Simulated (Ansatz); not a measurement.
Mg2Te, relaxed as a singlet with RKS B3LYP-D4/def2-TZVP in Ansatz, starting from the GFN2-xTB geometry. Force threshold 0.02 eV/Å.

In the def2 sets Te takes a core potential; there is no spin–orbit coupling. The restricted singlet is unstable towards broken spin symmetry at other levels; at B3LYP-D4/def2-TZVP this wasn't settled. At B3LYP-D4/def2-TZVP a triplet of charge 0 lies 0.19 eV below the restricted singlet, each at its own geometry. The structure comes from a short search, and lower isomers may exist.

Start:

| atom | x (Å) | y (Å) | z (Å) |
| --- | --- | --- | --- |
| Mg1 | 1.2472 | -0.6902 | -1.4155 |
| Mg2 | 0.3900 | 1.0805 | 0.5557 |
| Te3 | -1.6372 | -0.3902 | 0.8597 |

Question: Estimate the energy that the relaxation releases and the steps that it takes.

Answer: 42.7 kJ/mol, in 7 steps; 9.5 s on 2 threads of AMD EPYC 7R13 on a shared host. No frequencies were taken in this run, so the end may be a saddle point.

Question: Does the start keep its bonding and symmetry?

Answer: Bonds formed: Mg1–Te3 (atoms count from 1). Point group Cs at the start, C2v at the end, both within 0.05 Å.

Question: Predict the relaxed structure.

Answer: 
| atom | x (Å) | y (Å) | z (Å) |
| --- | --- | --- | --- |
| Mg1 | 0.801 | -0.741 | -1.139 |
| Mg2 | 0.523 | 1.335 | 0.657 |
| Te3 | -1.324 | -0.594 | 0.481 |
Bond lengths (bridged metal pairs left out): 2 × Mg–Te 2.68 Å.
